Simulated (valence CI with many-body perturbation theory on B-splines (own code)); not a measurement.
**In XLIII: electric-dipole lines**

Method: valence CI with perturbative core correlation (CI+MBPT): five valence electrons over a frozen Dirac-Fock core [He], a basis of 9 s, 9 p, 8 d, 6 f, 3 g, 1 h functions for each j, with the one-electron correlation potential Σ1 (screened to all orders), the two-electron term Σ2, the three-electron term Σ3, Breit, model QED; selected single and double excitations, second order for the rest (own B-spline code, finite nucleus).

The last digits are not significant, and no measured levels were compared; by estimate large intervals hold to a few tenths of a per cent, small ones and those within an open d or f shell to about a per cent. Among the levels kept, up to 1400 cm⁻¹ of a level comes from second order outside the variational space, and about a tenth of that is noise between levels of different J, which matters for small intervals.

Lines 201 to 250 of 250 in falling wavelength, among levels below 316.66 Ry, chosen from the strongest by gf and those to the six lowest levels. Wavelengths and rates use the calculated energies. Electric multipoles are in the length gauge, E1 and E2 with the static RPA response of the core. Weak lines are less certain than strong ones. Lines between different terms over intervals too small for the method are left out, as are lines whose strength nearly cancels. The highest levels of a list are the least certain.

Levels are named by their leading jj configuration (3d3/2^4 stands for four electrons in 3d with j = 3/2), which in mixed levels can hold well under half, so a name can repeat and another be missing. Letters in brackets count levels of one name in rising energy.

| λ vac (Å) | Upper | Lower | A (s⁻¹) | S (a.u.) with core polarisation | S without |
| --- | --- | --- | --- | --- | --- |
| 3.145 | (2s^2 2p1/2 2p3/2 3s) J=3/2 [b] | (2s^2 2p1/2^2 2p3/2) J=3/2 | 5.02e+12 | 3.08e-04 | 3.07e-04 |
| 3.144 | (2s^2 2p3/2^2 3s) J=3/2 | (2s^2 2p1/2 2p3/2^2) J=5/2 | 1.07e+12 | 6.54e-05 | 6.46e-05 |
| 3.143 | (2s^2 2p1/2 2p3/2 3d5/2) J=5/2 [b] | (2s^2 2p1/2 2p3/2^2) J=3/2 | 8.77e+13 | 8.06e-03 | 8.07e-03 |
| 3.142 | (2s 2p1/2^2 2p3/2 3p1/2) J=3/2 [a] | (2s^2 2p1/2 2p3/2^2) J=3/2 | 3.71e+12 | 2.27e-04 | 2.28e-04 |
| 3.140 | (2s^2 2p3/2^2 3s) J=1/2 | (2s^2 2p1/2 2p3/2^2) J=1/2 | 5.60e+11 | 1.71e-05 | 1.68e-05 |
| 3.139 | (2s 2p1/2^2 2p3/2 3p1/2) J=5/2 | (2s^2 2p1/2 2p3/2^2) J=3/2 | 1.08e+14 | 9.85e-03 | 9.85e-03 |
| 3.135 | (2s 2p1/2^2 2p3/2 3p1/2) J=1/2 | (2s^2 2p1/2 2p3/2^2) J=1/2 | 1.99e+12 | 6.05e-05 | 6.03e-05 |
| 3.134 | (2s 2p1/2^2 2p3/2 3p1/2) J=3/2 [b] | (2s^2 2p1/2 2p3/2^2) J=1/2 | 1.40e+12 | 8.48e-05 | 8.48e-05 |
| 3.134 | (2s^2 2p1/2 2p3/2 3d5/2) J=3/2 [b] | (2s^2 2p1/2 2p3/2^2) J=3/2 | 6.02e+12 | 3.66e-04 | 3.66e-04 |
| 3.131 | (2s^2 2p1/2 2p3/2 3d5/2) J=1/2 | (2s^2 2p1/2 2p3/2^2) J=3/2 | 1.56e+13 | 4.73e-04 | 4.73e-04 |
| 3.131 | (2s^2 2p3/2^2 3s) J=5/2 | (2s^2 2p1/2 2p3/2^2) J=3/2 | 4.31e+13 | 3.92e-03 | 3.93e-03 |
| 3.129 | (2s^2 2p3/2^2 3s) J=3/2 | (2s^2 2p1/2 2p3/2^2) J=3/2 | 1.89e+11 | 1.14e-05 | 1.16e-05 |
| 3.125 | (2s 2p1/2^2 2p3/2 3p3/2) J=3/2 [a] | (2s^2 2p1/2 2p3/2^2) J=1/2 | 3.51e+11 | 2.12e-05 | 2.12e-05 |
| 3.113 | (2s 2p1/2^2 2p3/2 3p1/2) J=3/2 [b] | (2s^2 2p1/2 2p3/2^2) J=5/2 | 4.48e+11 | 2.67e-05 | 2.67e-05 |
| 3.109 | (2s 2p1/2^2 2p3/2 3p3/2) J=7/2 | (2s^2 2p1/2 2p3/2^2) J=5/2 | 1.01e+12 | 1.20e-04 | 1.20e-04 |
| 3.104 | (2s^2 2p3/2^2 3s) J=1/2 | (2s^2 2p1/2 2p3/2^2) J=3/2 | 2.35e+11 | 6.95e-06 | 6.96e-06 |
| 3.100 | (2s 2p1/2^2 2p3/2 3p1/2) J=1/2 | (2s^2 2p1/2 2p3/2^2) J=3/2 | 5.63e+12 | 1.65e-04 | 1.65e-04 |
| 3.099 | (2s 2p1/2^2 2p3/2 3p1/2) J=3/2 [b] | (2s^2 2p1/2 2p3/2^2) J=3/2 | 2.92e+12 | 1.72e-04 | 1.72e-04 |
| 3.096 | (2s 2p1/2^2 2p3/2 3p3/2) J=5/2 [a] | (2s^2 2p1/2 2p3/2^2) J=5/2 | 3.56e+11 | 3.13e-05 | 3.13e-05 |
| 3.089 | (2s 2p1/2^2 2p3/2 3p3/2) J=3/2 [a] | (2s^2 2p1/2 2p3/2^2) J=3/2 | 2.23e+12 | 1.30e-04 | 1.30e-04 |
| 3.082 | (2s 2p1/2^2 2p3/2 3p3/2) J=5/2 [a] | (2s^2 2p1/2 2p3/2^2) J=3/2 | 2.34e+12 | 2.03e-04 | 2.03e-04 |
| 3.078 | (2s 2p1/2^2 2p3/2 3p3/2) J=1/2 [a] | (2s^2 2p1/2 2p3/2^2) J=3/2 | 4.50e+11 | 1.30e-05 | 1.29e-05 |
| 3.077 | (2s 2p1/2^2 2p3/2 3p3/2) J=3/2 [b] | (2s^2 2p1/2 2p3/2^2) J=1/2 | 1.08e+12 | 6.20e-05 | 6.20e-05 |
| 3.074 | (2s 2p1/2^2 2p3/2 3p3/2) J=1/2 [b] | (2s^2 2p1/2 2p3/2^2) J=1/2 | 1.44e+12 | 4.13e-05 | 4.13e-05 |
| 3.049 | (2s 2p1/2^2 2p3/2 3p3/2) J=5/2 [b] | (2s^2 2p1/2 2p3/2^2) J=3/2 | 2.52e+12 | 2.12e-04 | 2.12e-04 |
| 3.042 | (2s 2p1/2^2 2p3/2 3p3/2) J=3/2 [b] | (2s^2 2p1/2 2p3/2^2) J=3/2 | 9.04e+11 | 5.02e-05 | 5.03e-05 |
| 3.040 | (2s 2p1/2^2 2p3/2 3p3/2) J=1/2 [b] | (2s^2 2p1/2 2p3/2^2) J=3/2 | 1.35e+12 | 3.74e-05 | 3.74e-05 |
| 3.016 | (2s^2 2p1/2 2p3/2 3d3/2) J=3/2 [a] | (2s^2 2p1/2^2 2p3/2) J=3/2 | 5.29e+13 | 2.87e-03 | 2.87e-03 |
| 3.014 | (2s^2 2p1/2 2p3/2 3d3/2) J=5/2 [a] | (2s^2 2p1/2^2 2p3/2) J=3/2 | 2.87e+13 | 2.32e-03 | 2.33e-03 |
| 3.013 | (2s^2 2p1/2 2p3/2 3d3/2) J=1/2 [a] | (2s^2 2p1/2^2 2p3/2) J=3/2 | 7.11e+12 | 1.92e-04 | 1.92e-04 |
| 3.001 | (2s^2 2p1/2 2p3/2 3d3/2) J=5/2 [b] | (2s^2 2p1/2^2 2p3/2) J=3/2 | 2.57e+14 | 2.06e-02 | 2.06e-02 |
| 2.998 | (2s^2 2p1/2 2p3/2 3d3/2) J=3/2 [b] | (2s^2 2p1/2^2 2p3/2) J=3/2 | 1.38e+14 | 7.34e-03 | 7.35e-03 |
| 2.993 | (2s^2 2p1/2 2p3/2 3d5/2) J=3/2 [a] | (2s^2 2p1/2^2 2p3/2) J=3/2 | 1.55e+14 | 8.22e-03 | 8.22e-03 |
| 2.993 | (2s^2 2p1/2 2p3/2 3d5/2) J=5/2 [a] | (2s^2 2p1/2^2 2p3/2) J=3/2 | 7.77e+13 | 6.17e-03 | 6.17e-03 |
| 2.992 | (2s^2 2p1/2 2p3/2 3d3/2) J=1/2 [b] | (2s^2 2p1/2^2 2p3/2) J=3/2 | 3.34e+14 | 8.84e-03 | 8.85e-03 |
| 2.988 | (2s^2 2p1/2 2p3/2 3d5/2) J=5/2 [b] | (2s^2 2p1/2^2 2p3/2) J=3/2 | 8.70e+12 | 6.87e-04 | 6.86e-04 |
| 2.987 | (2s 2p1/2^2 2p3/2 3p1/2) J=3/2 [a] | (2s^2 2p1/2^2 2p3/2) J=3/2 | 6.06e+12 | 3.19e-04 | 3.20e-04 |
| 2.984 | (2s 2p1/2^2 2p3/2 3p1/2) J=5/2 | (2s^2 2p1/2^2 2p3/2) J=3/2 | 4.68e+12 | 3.68e-04 | 3.70e-04 |
| 2.980 | (2s^2 2p1/2 2p3/2 3d5/2) J=3/2 [b] | (2s^2 2p1/2^2 2p3/2) J=3/2 | 5.34e+11 | 2.79e-05 | 2.79e-05 |
| 2.977 | (2s^2 2p1/2 2p3/2 3d5/2) J=1/2 | (2s^2 2p1/2^2 2p3/2) J=3/2 | 3.19e+12 | 8.32e-05 | 8.33e-05 |
| 2.977 | (2s^2 2p3/2^2 3s) J=5/2 | (2s^2 2p1/2^2 2p3/2) J=3/2 | 3.03e+12 | 2.37e-04 | 2.37e-04 |
| 2.975 | (2s^2 2p3/2^2 3s) J=3/2 | (2s^2 2p1/2^2 2p3/2) J=3/2 | 7.08e+10 | 3.68e-06 | 3.69e-06 |
| 2.953 | (2s^2 2p3/2^2 3s) J=1/2 | (2s^2 2p1/2^2 2p3/2) J=3/2 | 1.71e+12 | 4.35e-05 | 4.34e-05 |
| 2.949 | (2s 2p1/2^2 2p3/2 3p1/2) J=1/2 | (2s^2 2p1/2^2 2p3/2) J=3/2 | 1.18e+13 | 2.98e-04 | 2.97e-04 |
| 2.948 | (2s 2p1/2^2 2p3/2 3p1/2) J=3/2 [b] | (2s^2 2p1/2^2 2p3/2) J=3/2 | 1.85e+13 | 9.36e-04 | 9.34e-04 |
| 2.939 | (2s 2p1/2^2 2p3/2 3p3/2) J=3/2 [a] | (2s^2 2p1/2^2 2p3/2) J=3/2 | 6.08e+13 | 3.05e-03 | 3.05e-03 |
| 2.932 | (2s 2p1/2^2 2p3/2 3p3/2) J=5/2 [a] | (2s^2 2p1/2^2 2p3/2) J=3/2 | 5.58e+13 | 4.17e-03 | 4.17e-03 |
| 2.929 | (2s 2p1/2^2 2p3/2 3p3/2) J=1/2 [a] | (2s^2 2p1/2^2 2p3/2) J=3/2 | 1.12e+14 | 2.79e-03 | 2.79e-03 |
| 2.903 | (2s 2p1/2^2 2p3/2 3p3/2) J=5/2 [b] | (2s^2 2p1/2^2 2p3/2) J=3/2 | 3.85e+13 | 2.79e-03 | 2.79e-03 |
| 2.897 | (2s 2p1/2^2 2p3/2 3p3/2) J=3/2 [b] | (2s^2 2p1/2^2 2p3/2) J=3/2 | 3.58e+13 | 1.72e-03 | 1.71e-03 |
